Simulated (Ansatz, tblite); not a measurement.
Cost and result up the ladder for the cluster CdF₂⁺ (the lowest doublet isomer of a short search) (3 atoms). Charge 1, multiplicity 2. Geometry: PBE-D4/def2-TZVP.

Cartesian coordinates in Å:
```
Cd -0.0001 0.0006 -0.0006
F -1.9270 -0.4580 -0.1866
F 1.9271 0.4574 0.1872
```

Ansatz on 4 threads of Arm Neoverse V2 on a shared host; xTB runs through tblite on one thread. Times are rough, summed over both states, and most runs start from the orbitals of an earlier one. CCSD(T)/def2-TZVPP serves as the yardstick here, not as an exact answer. The other state is a quartet at its own geometry, which has other bonds, so the gap mixes isomer and spin.

In the def2 sets Cd takes a core potential; there is no spin–orbit coupling. The xTB rows come from tblite. LC-ωPBE has ω = 0.4 bohr⁻¹. Correlated methods freeze 2 core orbitals; core or outer-core shells of Cd are correlated, in sets that lack core-valence functions. In the quartet geometry the species has come apart into loosely held pieces. The structure comes from a short search, and lower isomers may exist.

Run but left out: LDA (SPW92)/def2-TZVP (doublet: an occupied level 0.07 eV above an empty one).

Correlated methods converge slowly with the basis.

xTB has no spin-polarisation term.

```
             level  functions  wall time  quartet − doublet (eV)  difference from CCSD(T)/def2-TZVPP (eV)
          GFN1-xTB         12    0.002 s                    3.86                                     1.84
          GFN2-xTB         12    0.003 s                    2.69                                     0.66
     MP2/def2-TZVP        102        3 s                    2.19                                     0.17
  PBE-D4/def2-TZVP        102      5.4 s                    3.79                                     1.76
 RPA@PBE/def2-TZVP        102       10 s                    3.31                                     1.29
 LC-ωPBE/def2-TZVP        102       11 s                    2.34                                     0.31
BHLYP-D4/def2-TZVP        102       13 s                    1.46                                    -0.56
 PBE0-D4/def2-TZVP        102       35 s                    2.57                                     0.54
  B97M-V/def2-TZVP        102       40 s                    3.15                                     1.13
CCSD(T)/def2-TZVPP        118       40 s                    2.02                                     0.00
 ωB97M-V/def2-TZVP        102       75 s                    2.33                                     0.30
```
